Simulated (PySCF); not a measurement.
Species: `C1=COC(=O)[C@H]1CC`. The columns A, B, C and D hold Mulliken, IAO, Hirshfeld and ESP-fitted charges (e) of one PBE0/pcSseg-1 density (PySCF), in a shuffled order. Coordinates in Å (GFN2-xTB); the density's dipole moment is (0.51, -0.26, 3.78) D.

| atom | x | y | z | A | B | C | D |
| --- | --- | --- | --- | --- | --- | --- | --- |
| C1 | -2.164 | 0.299 | -0.319 | -0.120 | -0.391 | -0.264 | -0.424 |
| C2 | -0.955 | -0.310 | 0.376 | -0.059 | +0.010 | -0.208 | -0.237 |
| C3 | 0.349 | 0.420 | 0.001 | -0.033 | +0.352 | -0.374 | -0.179 |
| C4 | 1.549 | -0.079 | 0.741 | -0.078 | -0.670 | -0.160 | -0.222 |
| C5 | 2.414 | -0.559 | -0.142 | +0.024 | +0.110 | +0.204 | +0.036 |
| O6 | 1.983 | -0.446 | -1.440 | -0.097 | -0.319 | -0.397 | -0.303 |
| C7 | 0.759 | 0.145 | -1.442 | +0.218 | +0.597 | +0.560 | +0.522 |
| O8 | 0.156 | 0.376 | -2.448 | -0.242 | -0.502 | -0.372 | -0.421 |
| H9 | -2.320 | 1.324 | 0.011 | +0.040 | +0.083 | +0.106 | +0.136 |
| H10 | -2.018 | 0.302 | -1.396 | +0.035 | +0.109 | +0.145 | +0.160 |
| H11 | -3.057 | -0.277 | -0.090 | +0.043 | +0.114 | +0.117 | +0.144 |
| H12 | -0.861 | -1.364 | 0.104 | +0.038 | +0.039 | +0.123 | +0.139 |
| H13 | -1.077 | -0.254 | 1.460 | +0.042 | +0.029 | +0.127 | +0.137 |
| H14 | 0.196 | 1.496 | 0.137 | +0.057 | +0.011 | +0.174 | +0.168 |
| H15 | 1.658 | -0.057 | 1.806 | +0.059 | +0.256 | +0.102 | +0.167 |
| H16 | 3.381 | -1.009 | -0.019 | +0.072 | +0.171 | +0.115 | +0.178 |

**Question.** Which column most likely holds the ESP-fitted charges?

**Answer.** B. Σ q r misses the density's dipole by 0.03 D (B), 0.51 D (D), 0.95 D (C), 1.42 D (A). Charges fitted to the outside potential are the only set here that is tied to the molecule's multipoles.

**Question.** And the Hirshfeld charges?

**Answer.** A. The mean sizes are 0.079 e (A), 0.222 e (C), 0.223 e (D), 0.235 e (B), and Hirshfeld charges are commonly the smallest of these schemes.

As computed, A = Hirshfeld, B = ESP-fitted, C = Mulliken, D = IAO. Hydrogens on carbon: Hirshfeld +0.03 to +0.07, ESP-fitted +0.01 to +0.26, Mulliken +0.10 to +0.17, IAO +0.14 to +0.18 e.

The ESP scheme is a least-squares fit of atom-centred charges to the potential on four shells outside the van der Waals surface, with the total charge fixed. The Hirshfeld scheme divides the density at each point in proportion to the densities of the neutral, spherically averaged free atoms.

Geometry: GFN2-xTB, one conformer, isolated molecule.

Conformer computed: `[CH3:1][CH2:2][C@H:3]1[CH:4]=[CH:5][O:6][C:7]1=[O:8]`: C1–C2–C3–C4 176°.
